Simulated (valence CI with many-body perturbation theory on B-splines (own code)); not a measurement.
**Tc¹¹⁺: calculated level list**

Method: relativistic CI+MBPT: four valence electrons over a frozen Dirac-Fock core [Ar] 3d10, a basis of 11 s, 11 p, 9 d, 7 f, 5 g, 2 h, 1 i functions for each j, with the one-electron correlation potential Σ1, the two-electron term Σ2, the three-electron term Σ3, Breit, model QED; selected CI, second order for the rest, scaled by the run's own slope (own B-spline code, finite nucleus).

No measured levels were compared; by estimate levels hold to about 250 cm⁻¹ or 0.2 % of their energy and the worst to 1 %, as in measured heavy ions of charge 2 to 7; those with d or f electrons hold less well.

Levels 46 to 74 of 74, with energies above the lowest level, 4s²4p² ³P_0. "Leading %" is the weight of the configuration and term that name the level; weights of strongly mixed levels are sums over their largest components and can fall short.

| No. | Configuration | Term | J | E (eV) | Leading % | g | Second component |
| --- | --- | --- | --- | --- | --- | --- | --- |
| 46 | 4s4p²4d | ³P | 2 | 83.674 | 73 | 1.484 | 11 % 4p⁴ ³P |
| 47 | 4s4p²4d | ³F | 4 | 84.023 | 69 | 1.288 | 19 % 4s4p²4d ⁵D |
| 48 | 4s4p²4d | ⁵P | 2 | 84.225 | 86 | 1.774 | 5 % 4s4p²4d ⁵D |
| 49 | 4s4p²4d | ⁵P | 1 | 84.518 | 89 | 2.412 | 5 % 4s4p²4d ³P |
| 50 | 4s4p²4d | ³P | 1 | 85.544 | 64 | 1.401 | 11 % 4p⁴ ³P |
| 51 | 4s4p²4d | ³G | 3 | 86.174 | 82 | 0.781 | 8 % 4s4p²4d ¹F |
| 52 | 4s4p²4d | ³G | 4 | 86.916 | 85 | 1.068 | 5 % 4s²4p4f ³G |
| 53 | 4s4p²4d | ³P | 0 | 87.085 | 77 |  | 14 % 4p⁴ ³P |
| 54 | 4s4p²4d | ³G | 5 | 87.797 | 88 | 1.211 | 6 % 4s4p²4d ⁵F |
| 55 | 4s4p²4d | ³D | 2 | 88.014 | 47 | 1.035 | 25 % 4s4p²4d ³F |
| 56 | 4s4p²4d | ³D | 3 | 88.628 | 53 | 1.190 | 34 % 4s4p²4d ¹F |
| 57 | 4s4p²4d | ³D | 1 | 88.698 | 78 | 0.670 | 9 % 4s4p²4d ³P |
| 58 | 4s4p²4d | ¹G | 4 | 89.315 | 73 | 1.041 | 13 % 4s4p²4d ³F |
| 59 | 4s4p²4d | ³D | 3 | 89.488 | 40 | 1.150 | 36 % 4s4p²4d ¹F |
| 60 | 4s4p²4d | ³D | 2 | 90.213 | 49 | 0.978 | 39 % 4s4p²4d ³F |
| 61 | 4s4p²4d | ³D | 1 | 90.759 | 91 | 0.542 |  |
| 62 | 4s4p²4d | ¹P | 1 | 91.071 | 46 | 0.817 | 34 % 4s4p²4d ³D |
| 63 | 4s4p²4d | ³F | 3 | 91.191 | 55 | 1.191 | 32 % 4s4p²4d ³D |
| 64 | 4s4p²4d | ³D | 2 | 91.462 | 69 | 1.062 | 10 % 4s4p²4d ³F |
| 65 | 4s4p²4d | ³P | 0 | 91.830 | 87 |  | 8 % 4s²4d² ³P |
| 66 | 4s4p²4d | ³P | 1 | 92.294 | 65 | 1.506 | 17 % 4s4p²4d ³S |
| 67 | 4s4p²4d | ³F | 3 | 92.506 | 47 | 1.157 | 24 % 4s4p²4d ³D |
| 68 | 4s4p²4d | ³F | 2 | 92.549 | 48 | 0.820 | 22 % 4s4p²4d ³D |
| 69 | 4s4p²4d | ³D | 2 | 92.993 | 35 | 1.238 | 33 % 4s4p²4d ³P |
| 70 | 4s4p²4d | ³F | 4 | 93.126 | 80 | 1.225 | 8 % 4s4p²4d ¹G |
| 71 | 4s4p²4d | ³D | 3 | 93.313 | 56 | 1.224 | 22 % 4s4p²4d ³F |
| 72 | 4s4p²4d | ³S | 1 | 93.463 | 35 | 1.335 | 27 % 4s4p²4d ³D |
| 73 | 4s4p²4d | ³P | 2 | 93.669 | 43 | 1.301 | 41 % 4s4p²4d ³D |
| 74 | 4s4p²4d | ³S | 1 | 94.379 | 39 | 1.320 | 31 % 4s4p²4d ¹P |

Names give the largest LS component (configuration and term), which can be under half, so a name can repeat, a term be missing and a line seem to break the LS rules; names also repeat where a configuration has a term twice.

Where two levels of one J and parity lie close, their mixing, g and order are uncertain.
